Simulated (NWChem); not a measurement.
System: SiHOCl2F; SMILES O[Si](F)(Cl)Cl

Input file for NWChem:

```
start job
memory heap 200 mb stack 900 mb global 1100 mb
geometry units angstroms noautoz
  O     -1.330487    -0.197809    -1.310087
  Si    -0.347552    -0.036467     0.002312
  F     -1.209336     0.018427     1.376008
  Cl     0.862977    -1.676183     0.063133
  Cl     0.748643     1.700134    -0.071807
  H     -1.825571     0.599250    -1.571342
end
basis spherical
  * library def2-svp
end
dft
  xc m06-2x
  grid fine
  iterations 150
  mulliken
end
task dft gradient
```

Parts of the log:

```
             Northwest Computational Chemistry Package (NWChem) 7.3.0
             --------------------------------------------------------

 C1  symmetry detected

                             Geometry "geometry" -> ""
                             -------------------------

 Output coordinates in angstroms (scale by  1.889725989 to convert to a.u.)

  No.       Tag          Charge          X              Y              Z
 ---- ---------------- ---------- -------------- -------------- --------------
    1 O                    8.0000    -1.29214658    -0.09970385    -1.34773660
    2 Si                  14.0000    -0.33553469    -0.01155469    -0.00918999
    3 F                    9.0000    -1.22702392     0.02838705     1.34594002
    4 Cl                  17.0000     0.82043942    -1.69090594     0.02618606
    5 Cl                  17.0000     0.81680998     1.68991101    -0.00315954
    6 H                    1.0000    -1.75536629     0.72082684    -1.59435834

 Effective nuclear repulsion energy (a.u.)     375.8788062304

                                 NWChem DFT Module
                                 -----------------

 Summary of "ao basis" -> "ao basis" (spherical)
 ------------------------------------------------------------------------------
       Tag                 Description            Shells   Functions and Types
 ---------------- ------------------------------  ------  ---------------------
 O                          def2-svp                 6       14   3s2p1d
 Si                         def2-svp                 8       18   4s3p1d
 F                          def2-svp                 6       14   3s2p1d
 Cl                         def2-svp                 8       18   4s3p1d
 H                          def2-svp                 3        5   2s1p

            General Information
            -------------------
          SCF calculation type: DFT
          Wavefunction type:  closed shell.
          No. of atoms     :     6
          No. of electrons :    66
           Alpha electrons :    33
            Beta electrons :    33
          Charge           :     0
          Spin multiplicity:     1
          Use of symmetry is: off; symmetry adaption is: off
          Maximum number of iterations: 150
          AO basis - number of functions:    87
                     number of shells:    39
          Convergence on energy requested:  1.00D-06
          Convergence on density requested:  1.00D-05
          Convergence on gradient requested:  5.00D-04

              XC Information
              --------------
                       M06-2X Method XC Functional
                     Hartree-Fock (Exact) Exchange  0.540
                        M06-2X Exchange Functional  1.000
                      M06-2X Correlation Potential  1.000

             Grid Information
             ----------------
          Grid used for XC integration:  fine
          Radial quadrature: Mura-Knowles
          Angular quadrature: Lebedev.
          Tag              B.-S. Rad. Rad. Pts. Rad. Cut. Ang. Pts.
          ---              ---------- --------- --------- ---------
          O                   0.60       70           8.0       590
          Si                  1.10      123           8.0       770
          F                   0.50       70           9.0       590
          Cl                  1.00      123          11.0       770
          H                   0.35       60          10.0       590
          Grid pruning is: on
          Number of quadrature shells:   569
          Spatial weights used:  Erf1

      Superposition of Atomic Density Guess
      -------------------------------------

 Sum of atomic energies:       -1381.86852698

      Non-variational initial energy
      ------------------------------

 Total energy =   -1382.964583
 1-e energy   =   -2662.670208
 2-e energy   =     903.826818
 HOMO         =      -0.431097
 LUMO         =       0.045403

     ---------------------------------------------
      Total Density - Mulliken Population Analysis
     ---------------------------------------------

    Atom       Charge   Shell Charges
 -----------   ------   -------------------------------------------------------
    1 O    8     8.75   1.99  1.10  0.64  3.07  1.95  0.00
    2 Si  14    12.29   2.00  1.99  0.75  0.03  5.93  0.76  0.48  0.35
    3 F    9     9.57   1.99  1.14  0.78  3.51  2.14  0.00
    4 Cl  17    17.36   2.00  1.99  1.22  0.72  5.94  2.14  3.34  0.01
    5 Cl  17    17.38   2.00  1.99  1.22  0.72  5.94  2.14  3.35  0.01
    6 H    1     0.64   0.51  0.07  0.06

   convergence    iter        energy       DeltaE   RMS-Dens  Diis-err
 ---------------- ----- ----------------- --------- --------- ---------
 d= 0,ls=0.0,diis     1  -1385.0538272728 -1.76D+03  1.44D-02  9.09D-01
 d= 0,ls=0.0,diis     2  -1385.0614381583 -7.61D-03  6.79D-03  1.01D+00
 d= 0,ls=0.0,diis     3  -1385.1588671557 -9.74D-02  7.46D-04  7.97D-03
 d= 0,ls=0.0,diis     4  -1385.1594555997 -5.88D-04  3.28D-04  1.26D-03
 d= 0,ls=0.0,diis     5  -1385.1595994185 -1.44D-04  7.23D-05  5.44D-05
  Resetting Diis
 d= 0,ls=0.0,diis     6  -1385.1596059712 -6.55D-06  1.63D-05  3.97D-06
 d= 0,ls=0.0,diis     7  -1385.1596063049 -3.34D-07  1.13D-05  8.62D-07
 d= 0,ls=0.0,diis     8  -1385.1596062903  1.46D-08  5.74D-06  1.14D-06

         Total DFT energy =    -1385.159606290303
      One electron energy =    -2663.899271614459
           Coulomb energy =      999.784449557296
    Exchange-Corr. energy =      -96.923590463520
 Nuclear repulsion energy =      375.878806230380

 Numeric. integr. density =       66.000000183086

                       DFT Final Molecular Orbital Analysis
                       ------------------------------------

 Vector   31  Occ=2.000000D+00  E=-4.142940D-01
              MO Center=  3.6D-01, -2.0D-01, -1.8D-01, r^2= 4.2D+00
   Bfn.  Coefficient  Atom+Function         Bfn.  Coefficient  Atom+Function
  ----- ------------  ---------------      ----- ------------  ---------------
    59      0.421701  4 Cl pz                77      0.362963  5 Cl pz
    56      0.319597  4 Cl pz                74      0.275319  5 Cl pz
     4      0.246668  1 O  px                 7      0.188603  1 O  px
    53      0.183045  4 Cl pz                71      0.157608  5 Cl pz
    36      0.112315  3 F  px                 6     -0.094448  1 O  pz

 Vector   32  Occ=2.000000D+00  E=-4.073100D-01
              MO Center=  7.0D-01,  7.0D-02, -7.9D-03, r^2= 4.0D+00
   Bfn.  Coefficient  Atom+Function         Bfn.  Coefficient  Atom+Function
  ----- ------------  ---------------      ----- ------------  ---------------
    77     -0.466093  5 Cl pz                59      0.441208  4 Cl pz
    74     -0.340395  5 Cl pz                56      0.324553  4 Cl pz
    71     -0.195789  5 Cl pz                53      0.186484  4 Cl pz
     5     -0.097205  1 O  py                37     -0.093516  3 F  py
    40      0.070189  3 F  py                 8     -0.068950  1 O  py

 Vector   33  Occ=2.000000D+00  E=-3.991806D-01
              MO Center=  7.3D-01, -1.3D-01, -4.3D-03, r^2= 4.0D+00
   Bfn.  Coefficient  Atom+Function         Bfn.  Coefficient  Atom+Function
  ----- ------------  ---------------      ----- ------------  ---------------
    57      0.341644  4 Cl px                58      0.332149  4 Cl py
    75     -0.321408  5 Cl px                76      0.303723  5 Cl py
    54      0.256441  4 Cl px                55      0.246274  4 Cl py
    72     -0.239573  5 Cl px                73      0.224230  5 Cl py
    51      0.146545  4 Cl px                52      0.141175  4 Cl py

 Vector   34  Occ=0.000000D+00  E= 4.264440D-02
              MO Center= -6.9D-01,  3.4D-01, -6.3D-01, r^2= 4.6D+00
   Bfn.  Coefficient  Atom+Function         Bfn.  Coefficient  Atom+Function
  ----- ------------  ---------------      ----- ------------  ---------------
    18      0.895276  2 Si s                 84      0.713712  6 H  s
     3     -0.697960  1 O  s                 17      0.434415  2 Si s
    58     -0.334393  4 Cl py                76      0.327936  5 Cl py
    16      0.286409  2 Si s                 50     -0.272198  4 Cl s
    68     -0.260810  5 Cl s                 35     -0.232121  3 F  s

 Vector   35  Occ=0.000000D+00  E= 7.767845D-02
              MO Center= -4.3D-01,  3.5D-01, -3.7D-01, r^2= 4.7D+00
   Bfn.  Coefficient  Atom+Function         Bfn.  Coefficient  Atom+Function
  ----- ------------  ---------------      ----- ------------  ---------------
    84      0.736209  6 H  s                 17     -0.607134  2 Si s
     3     -0.585346  1 O  s                 25     -0.584138  2 Si px
    76     -0.396318  5 Cl py                58      0.386457  4 Cl py
    22     -0.297924  2 Si px                50      0.286740  4 Cl s
    27     -0.276901  2 Si pz                68      0.275692  5 Cl s

 Vector   36  Occ=0.000000D+00  E= 1.044039D-01
              MO Center= -1.9D-01,  7.3D-02, -8.9D-03, r^2= 3.5D+00
   Bfn.  Coefficient  Atom+Function         Bfn.  Coefficient  Atom+Function
  ----- ------------  ---------------      ----- ------------  ---------------
    27      0.906783  2 Si pz                25     -0.588963  2 Si px
    35     -0.527272  3 F  s                 18      0.281685  2 Si s
    24      0.265388  2 Si pz                59     -0.257838  4 Cl pz
    77     -0.244175  5 Cl pz                 3      0.216513  1 O  s
     7      0.189827  1 O  px                22     -0.189019  2 Si px

     ---------------------------------------------
      Total Density - Mulliken Population Analysis
     ---------------------------------------------

    Atom       Charge   Shell Charges
 -----------   ------   -------------------------------------------------------
    1 O    8     8.41   1.99  1.06  0.66  2.88  1.81  0.01
    2 Si  14    13.01   2.00  1.98  0.91 -0.08  5.93  1.12  0.57  0.58
    3 F    9     9.33   1.99  1.12  0.81  3.34  2.08  0.01
    4 Cl  17    17.23   2.00  1.99  1.24  0.71  5.94  2.14  3.19  0.02
    5 Cl  17    17.25   2.00  1.99  1.23  0.72  5.94  2.14  3.21  0.02
    6 H    1     0.77   0.65  0.05  0.07

     -------------------------------------------
      Total Density - Lowdin Population Analysis
     -------------------------------------------

    Atom       Charge   Shell Charges
 -----------   ------   -------------------------------------------------------
    1 O    8     8.21   1.97  0.87  0.60  2.71  2.04  0.01
    2 Si  14    13.64   2.00  1.92  0.61  0.27  5.82  1.16  0.96  0.90
    3 F    9     9.20   1.98  1.01  0.77  3.21  2.23  0.01
    4 Cl  17    17.02   2.00  1.96  1.03  0.79  5.83  2.25  3.13  0.02
    5 Cl  17    17.04   2.00  1.96  1.04  0.80  5.83  2.25  3.15  0.02
    6 H    1     0.89   0.54  0.17  0.18

     Multipole analysis of the density
     ---------------------------------

     L   x y z        total         alpha         beta         nuclear
     -   - - -        -----         -----         ----         -------
     0   0 0 0     -0.000000    -33.000000    -33.000000     66.000000

     1   1 0 0     -0.321742     -0.160871     -0.160871      0.000000
     1   0 1 0      0.516575      0.258287      0.258287      0.000000
     1   0 0 1     -0.445172     -0.222586     -0.222586     -0.000000

     2   2 0 0    -34.454157   -114.270754   -114.270754    194.087350
     2   1 1 0     -2.250559     -0.032515     -0.032515     -2.185530
     2   1 0 1      2.143461     -2.912667     -2.912667      7.968794
     2   0 2 0    -35.320157   -192.218336   -192.218336    349.116516
     2   0 1 1     -2.027654      0.008222      0.008222     -2.044098
     2   0 0 2    -36.258783    -77.748542    -77.748542    119.238301

            General Information
            -------------------
          SCF calculation type: DFT
          Wavefunction type:  closed shell.
          No. of atoms     :     6
          No. of electrons :    66
           Alpha electrons :    33
            Beta electrons :    33
          Charge           :     0
          Spin multiplicity:     1
          Use of symmetry is: off; symmetry adaption is: off
          Maximum number of iterations: 150
          AO basis - number of functions:    87
                     number of shells:    39
          Convergence on energy requested:  1.00D-06
          Convergence on density requested:  1.00D-05
          Convergence on gradient requested:  5.00D-04

              XC Information
              --------------
                       M06-2X Method XC Functional
                     Hartree-Fock (Exact) Exchange  0.540
                        M06-2X Exchange Functional  1.000
                      M06-2X Correlation Potential  1.000

             Grid Information
             ----------------
          Grid used for XC integration:  fine
          Radial quadrature: Mura-Knowles
          Angular quadrature: Lebedev.
          Tag              B.-S. Rad. Rad. Pts. Rad. Cut. Ang. Pts.
          ---              ---------- --------- --------- ---------
          O                   0.60       70           8.0       590
          Si                  1.10      123           8.0       770
          F                   0.50       70           9.0       590
          Cl                  1.00      123          11.0       770
          H                   0.35       60          10.0       590
          Grid pruning is: on
          Number of quadrature shells:   569
          Spatial weights used:  Erf1

          Convergence Information
          -----------------------
          Convergence aids based upon iterative change in
          total energy or number of iterations.
          Levelshifting, if invoked, occurs when the
          HOMO/LUMO gap drops below (HL_TOL):  1.00D-02
          DIIS, if invoked, will attempt to extrapolate
          using up to (NFOCK): 10 stored Fock matrices.

                    Damping( 0%)  Levelshifting(0.5)       DIIS
                  --------------- ------------------- ---------------
          dE  on:    start            ASAP                start
          dE off:    2 iters        150 iters           150 iters

                            NWChem DFT Gradient Module
                            --------------------------

  charge          =   0.00
  wavefunction    = closed shell

                         DFT ENERGY GRADIENTS

    atom               coordinates                        gradient
                 x          y          z           x          y          z
   1 O      -2.441803  -0.188413  -2.546853   -0.004085  -0.011113  -0.010756
   2 Si     -0.634069  -0.021835  -0.017367    0.006590   0.002469  -0.000645
   3 F      -2.318739   0.053644   2.543458   -0.008610  -0.000043   0.013177
   4 Cl      1.550406  -3.195349   0.049484    0.004406  -0.007099  -0.000486
   5 Cl      1.543547   3.193469  -0.005971    0.005480   0.007464   0.000059
   6 H      -3.317161   1.362165  -3.012900   -0.003782   0.008321  -0.001349
```

Level: M06-2X/def2-SVP. Coordinates come from a PBE-D3(BJ)/def2-SVP optimisation.
